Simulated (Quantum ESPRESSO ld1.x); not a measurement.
Results of a calculation; reference values are marked as such.
The ytterbium ion Yb2+, 68 electrons, occupied as [Xe] 4f12.5 6s1 6p0.5 (fractional occupations, a model configuration). Code: ld1.x of Quantum ESPRESSO 7.5. Model: scalar-relativistic Kohn-Sham, LDA (Slater exchange, VWN5 correlation), spin-unpolarised, spherical densities, point nucleus.

Unscreened Slater integrals over Kohn-Sham orbitals (eV).

integral,value
"F0(6p,6p)",6.7096
"F2(6p,6p)",3.6877
"F0(6p,6s)",7.3083
"G1(6p,6s)",4.5534
"F0(6p,4f)",8.8625
"F2(6p,4f)",1.1209
"G2(6p,4f)",0.30428
"G4(6p,4f)",0.27479
"F0(6p,5p)",8.4328
"F2(6p,5p)",2.1019
"G0(6p,5p)",0.42149
"G2(6p,5p)",0.57022
"F0(6p,5s)",8.5664
"G1(6p,5s)",0.69525
"F0(6s,6s)",8.2117
"F0(6s,4f)",10.700
"G3(6s,4f)",0.41336
"F0(6s,5p)",10.075
"G1(6s,5p)",0.89071
"F0(6s,5s)",10.265
"G0(6s,5s)",0.48848
"F0(4f,4f)",35.417
"F2(4f,4f)",16.705
"F4(4f,4f)",10.455
"F6(4f,4f)",7.5144
"F0(4f,5p)",21.533
"F2(4f,5p)",7.1559
"G2(4f,5p)",3.5742
"G4(4f,5p)",2.7808
"F0(4f,5s)",24.355
"G3(4f,5s)",4.3136
"F0(5p,5p)",17.797
"F2(5p,5p)",9.5810
"F0(5p,5s)",19.090
"G1(5p,5s)",12.708
"F0(5s,5s)",20.800

Derived for the open shells (J is the average intra-shell exchange parameter used in DFT+U). 4f: F4/F2 = 0.626, F6/F2 = 0.450, J = (286 F2 + 195 F4 + 250 F6)/6435 = 1.351 eV. 6p: J = F2/5 = 0.7375 eV.
